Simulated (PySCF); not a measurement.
H₆OSi₂Zn, SMILES [Zn]([O][SiH3])[SiH3].

Coordinates come from a PBE0-D3(BJ)/def2-SVP optimisation. The structure was generated by enumeration; whether it is a known compound was not checked. The values are those of a single conformer.

Two levels are set side by side: TDA-PBE/def2-SVPD (PySCF) and TDA-B3LYP/def2-SVPD (PySCF). Vertical, same geometry. The lowest singlet is HOMO→LUMO 97 % with PBE and HOMO→LUMO 94 % with the other functional; states are paired by order. Differences are taken from unrounded values.

```json
[
 {"quantity": "lowest singlet excitation (eV)", "TDA-B3LYP": "5.75"},
 {"quantity": "lowest triplet excitation (TDA) (eV)", "TDA-B3LYP": "5.33"},
 {"quantity": "first bright state (f over 0.05) (eV)", "TDA-B3LYP": "6.17"},
 {"quantity": "its oscillator strength", "TDA-B3LYP": "0.08"}
]
```

Task: What does TDA-PBE give, and how far is it from TDA-B3LYP? (Estimate from the structure and the level; the computed values follow.)

Result: 
| quantity | TDA-PBE | TDA-PBE minus TDA-B3LYP |
|---|---|---|
| lowest singlet excitation (eV) | 5.04 | -0.71 |
| lowest triplet excitation (TDA) (eV) | 4.93 | -0.40 |
| first bright state (f over 0.05) (eV) | 5.44 | -0.74 |
| its oscillator strength | 0.09 | 0.01 |

A lower first singlet is the usual sign of a functional without exact exchange. Differences between two approximate levels are no errors against the true value.

Rough cost on one machine, each run with all the roots and properties that it gave: TDA-B3LYP against TDA-PBE about 2 times.
